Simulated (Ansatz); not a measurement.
C₆H₄N₂, SMILES `N#Cc1cccnc1`, 12 atoms. The species carries charge 0 and has multiplicity 1. Hardware: A = 2 threads of an AMD EPYC 7R13 on a shared host and a share of an NVIDIA H100 80 GB; B = 2 threads of an AMD EPYC 7R13 on a shared host. Correlated methods freeze the cores. Open-shell runs search over several starts.

Problem. How many basis functions does each run have, and how long does it take in Ansatz? UKS PBE0-D4/def2-TZVPP energy of the cation [A]; RHF-MP2/def2-QZVPP energy [A]; RKS B97M-V/def2-TZVPP energy [A]; UHF-MP2/def2-QZVPP energy of the cation [A]; RKS r2SCANh-D4/def2-TZVPP energy [A]; UKS ωB97X-V/def2-TZVPP energy of the cation [A]; RKS ωB97M-V/def2-SVP energy [B]; RKS B2PLYP (frozen core)/def2-TZVPP energy [A]; UKS PBE-D4/def2-TZVPP energy of the cation [A]; RKS ωB97M-V/def2-QZVPP energy [A]; RHF-CCSD(T)/def2-SVP energy [A]; UKS ωB97M-V/def2-TZVPP energy of the cation [A]. (Best estimate.)

Solution. Ansatz gave: Other jobs shared the machine, so times are rough.

```json
{"level": "RHF-CCSD(T)/def2-SVP", "job": "energy [A]", "functions": "132", "wall time": "1.9 s", "peak host memory (GiB)": "0.82"}
{"level": "RKS r2SCANh-D4/def2-TZVPP", "job": "energy [A]", "functions": "304", "wall time": "2.4 s", "peak host memory (GiB)": "0.89"}
{"level": "RKS B97M-V/def2-TZVPP", "job": "energy [A]", "functions": "304", "wall time": "2.8 s", "peak host memory (GiB)": "0.93"}
{"level": "RKS B2PLYP (frozen core)/def2-TZVPP", "job": "energy [A]", "functions": "304", "wall time": "2.8 s", "peak host memory (GiB)": "1.4"}
{"level": "RHF-MP2/def2-QZVPP", "job": "energy [A]", "functions": "576", "wall time": "3.9 s", "peak host memory (GiB)": "1.2"}
{"level": "RKS ωB97M-V/def2-QZVPP", "job": "energy [A]", "functions": "576", "wall time": "4.7 s", "peak host memory (GiB)": "1.3"}
{"level": "UKS PBE-D4/def2-TZVPP", "job": "energy of the cation [A]", "functions": "304", "wall time": "7.5 s", "peak host memory (GiB)": "0.92"}
{"level": "UKS PBE0-D4/def2-TZVPP", "job": "energy of the cation [A]", "functions": "304", "wall time": "8 s", "peak host memory (GiB)": "0.96"}
{"level": "UHF-MP2/def2-QZVPP", "job": "energy of the cation [A]", "functions": "576", "wall time": "8.5 s", "peak host memory (GiB)": "1.3"}
{"level": "RKS ωB97M-V/def2-SVP", "job": "energy [B]", "functions": "132", "wall time": "11 s", "peak host memory (GiB)": "0.48"}
{"level": "UKS ωB97M-V/def2-TZVPP", "job": "energy of the cation [A]", "functions": "304", "wall time": "12 s", "peak host memory (GiB)": "1.1"}
{"level": "UKS ωB97X-V/def2-TZVPP", "job": "energy of the cation [A]", "functions": "304", "wall time": "13 s", "peak host memory (GiB)": "1.1"}
```
